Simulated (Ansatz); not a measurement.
Single points on Na₆Zr.

```yaml
crystal:
  periodic: [false, false, false]
  atoms:
    - {symbol: Zr, position_ang: [0.007365, -0.009507, 0.000526]}
    - {symbol: Na, position_ang: [-1.178703, 0.073222, 3.169304]}
    - {symbol: Na, position_ang: [2.218345, 2.399780, -0.870763]}
    - {symbol: Na, position_ang: [1.170915, -0.057773, -3.178763]}
    - {symbol: Na, position_ang: [-2.112395, -1.094843, -2.403561]}
    - {symbol: Na, position_ang: [-2.224065, -2.401584, 0.874678]}
    - {symbol: Na, position_ang: [2.118547, 1.090685, 2.408570]}
basis:
  gaussian: {orbitals: def2-TZVP, initial_orbitals: start.molden}
hamiltonian: {xc: pbe, dispersion: d4}
scf: {omitted_lower_state_checks: [starts]}
output: {forces: true, orbitals: {seedname: orbitals}}
```

The file start.molden holds the orbitals of an earlier run on this structure, at another level or in another basis.

```sh
$ ansatz run in.yaml --threads 4 --pin off --events-out ev --progress --plain --max-ram 8704MiB
```

It prints (some lines left out):

```
Functional definition: PBE
  name "PBE"
  cite "Perdew, Burke & Ernzerhof, Phys. Rev. Lett. 77, 3865 (1996) doi:10.1103/PhysRevLett.77.3865"
  parent pbe
  parameter kappa = 0.804
  parameter beta = 0.06672455060314922
  exchange = pbe_x(kappa = kappa, mu = beta*pi^2/3)
  correlation = pbe_c(beta = beta)
these checks for a lower state are left out or cut short: starts
1983 factors; their error is unknown
mean field evaluation 1: about -27756.6995 eV, gradient 9.0e0 eV
mean field evaluation 2: about -27756.7919 eV, gradient 1.5e-1 eV
mean field evaluation 4: about -27756.7588 eV, gradient 1.6e-3 eV
mean field -27756.75884649 eV, -1020.0420734017 hartree, gradient 1.5e-5 eV, S^2 0.000000; 0 other end points of the search recorded, 0 dependent functions left out
the calculation of the forces begins
reference -27756.75891146 eV, -1020.0420757892 hartree; 39, 39 occupied and 193, 193 virtual orbitals, 1983 factors
Total energy: -27756.93907973 eV, -1020.0486968510 hartree
Atom 0 at     0.007365    -0.009507     0.000526 Å, force     0.000059    -0.000003     0.000706 eV/Å
Atom 1 at    -1.178703     0.073222     3.169304 Å, force     0.008326    -0.005229    -0.011678 eV/Å
Atom 2 at     2.218345     2.399780    -0.870763 Å, force    -0.004436    -0.013200     0.003739 eV/Å
Atom 3 at     1.170915    -0.057773    -3.178763 Å, force    -0.007660     0.004453     0.012129 eV/Å
Atom 4 at    -2.112395    -1.094843    -2.403561 Å, force     0.010646    -0.000565     0.008920 eV/Å
Atom 5 at    -2.224065    -2.401584     0.874678 Å, force     0.005542     0.014338    -0.003604 eV/Å
Atom 6 at     2.118547     1.090685     2.408570 Å, force    -0.012477     0.000206    -0.010211 eV/Å
Dipole moment:    -0.002410     0.003467     0.001935 e Å
Checks for a lower state left out: starts
```

It took 2.9 s on 4 threads of Intel Xeon 6975P-C on a shared host.

The first input with `gaussian: {orbitals: def2-SVP, initial_orbitals: start.molden}`, `correlation: {method: ccsd_t}`, `output: {orbitals: {seedname: orbitals}}` and without the key `hamiltonian` (abridged; 68 s):

```
Functional definition: HF
mean field evaluation 16: about -27678.0117 eV, gradient 2.0e-3 eV
mean field evaluation 32: about -27670.8864 eV, gradient 2.6e1 eV
mean field evaluation 64: about -27677.1105 eV, gradient 4.5e-1 eV
mean field evaluation 96: about -27677.6174 eV, gradient 3.2e0 eV
mean field -27678.01176609 eV, -1017.1481715736 hartree, gradient 2.7e-6 eV, S^2 0.000000; unrestricted orbitals would lower it
mean field evaluation 128: about -27677.9629 eV, gradient 4.9e0 eV
mean field evaluation 160: about -27679.6669 eV, gradient 2.2e-1 eV
mean field evaluation 192: about -27677.9578 eV, gradient 3.5e-1 eV
mean field evaluation 224: about -27677.7151 eV, gradient 5.8e-1 eV
mean field evaluation 256: about -27679.5217 eV, gradient 3.1e-1 eV
mean field evaluation 288: about -27679.7218 eV, gradient 1.7e-1 eV
mean field evaluation 320: about -27679.7247 eV, gradient 1.2e-1 eV
mean field evaluation 352: about -27678.0084 eV, gradient 1.3e-1 eV
[...]
cycle  15  -9.60605708 eV  change    2.6e-4 eV  update   9.5e-4
cycle  16  -9.60589984 eV  change    1.6e-4 eV  update   8.7e-4
cycle  17  -9.60624169 eV  change   -3.4e-4 eV  update   7.9e-4
cycle  18  -9.60622724 eV  change    1.4e-5 eV  update   6.8e-4
cycle  19  -9.60639710 eV  change   -1.7e-4 eV  update   5.7e-4
cycle  20  -9.60629445 eV  change    1.0e-4 eV  update   4.9e-4
cycle  21  -9.60602089 eV  change    2.7e-4 eV  update   4.3e-4
cycle  22  -9.60592111 eV  change    1.0e-4 eV  update   3.9e-4
cycle  23  -9.60589899 eV  change    2.2e-5 eV  update   3.6e-4
cycle  24  -9.60587605 eV  change    2.3e-5 eV  update   3.3e-4
cycle  25  -9.60599668 eV  change   -1.2e-4 eV  update   2.5e-4
cycle  26  -9.60605894 eV  change   -6.2e-5 eV  update   1.6e-4
cycle  27  -9.60600673 eV  change    5.2e-5 eV  update   1.0e-4
cycle  28  -9.60601572 eV  change   -9.0e-6 eV  update   7.1e-5
cycle  29  -9.60602015 eV  change   -4.4e-6 eV  update   4.6e-5
perturbative correction -0.86790615 eV, -0.0318949627 hartree
Total energy: -27688.48569238 eV, -1017.5330812654 hartree
Checks for a lower state left out: starts
```

First input, but with `hamiltonian: {xc: pbe0, dispersion: d4}`, `output: {orbitals: {seedname: orbitals}}` (abridged; 13 s):

```
Functional definition: PBE0
mean field evaluation 16: about -27758.0485 eV, gradient 1.7e-5 eV
mean field -27758.04850535 eV, -1020.0894674904 hartree, gradient 1.2e-5 eV, S^2 0.000000
Total energy: -27758.20806554 eV, -1020.0953312196 hartree
Checks for a lower state left out: starts
```

As the first input, with `hamiltonian: {xc: r2scan, dispersion: d4}`, `output: {orbitals: {seedname: orbitals}}` (abridged; 6 s):

```
Functional definition: r2SCAN
mean field -27770.05211630 eV, -1020.5305920566 hartree, gradient 1.1e-5 eV, S^2 0.000000
Total energy: -27770.08652326 eV, -1020.5318564890 hartree
Checks for a lower state left out: starts
```

First input, but with `hamiltonian: {xc: hf}`, `output: {orbitals: {seedname: orbitals}}` (abridged; 16 s):

```
Functional definition: HF
mean field evaluation 16: about -27688.0383 eV, gradient 4.0e-2 eV
mean field evaluation 32: about -27688.0383 eV, gradient 2.5e-5 eV
mean field -27688.03828165 eV, -1017.5166392240 hartree, gradient 9.8e-6 eV, S^2 0.000000
Total energy: -27688.03828165 eV, -1017.5166392240 hartree
Checks for a lower state left out: starts
```

As the first input, with `hamiltonian: {xc: {name: wB97M-V}}`, `output: {orbitals: {seedname: orbitals}}` (abridged; 48 s):

```
Functional definition: wB97M-V
mean field evaluation 16: about -27769.6744 eV, gradient 4.4e-5 eV
mean field -27769.67440631 eV, -1020.5167114706 hartree, gradient 2.5e-5 eV, S^2 0.000000
Total energy: -27769.67448668 eV, -1020.5167144241 hartree
Checks for a lower state left out: starts
```

Geometry: PBE-D4/def2-SVP.

In the def2 sets Zr takes a core potential; there is no spin–orbit coupling. Correlated methods freeze 6 core orbitals; core or outer-core shells of Zr, Na are correlated, in sets that lack core-valence functions. The restricted singlet is unstable towards broken spin symmetry in Hartree–Fock (as tested in another run); at PBE-D4/def2-TZVP, PBE0-D4/def2-TZVP, r2SCAN-D4/def2-TZVP, HF/def2-TZVP and others this wasn't settled. At CCSD(T)/def2-SVP the restricted singlet (for correlated methods, its reference) is unstable: a solution with broken spin symmetry lies lower. No other spin state of charge 0 was run. Another isomer (quintet) lies 1.31 eV lower at PBE0-D4/def2-TZVP; other spin states weren't run for this one.
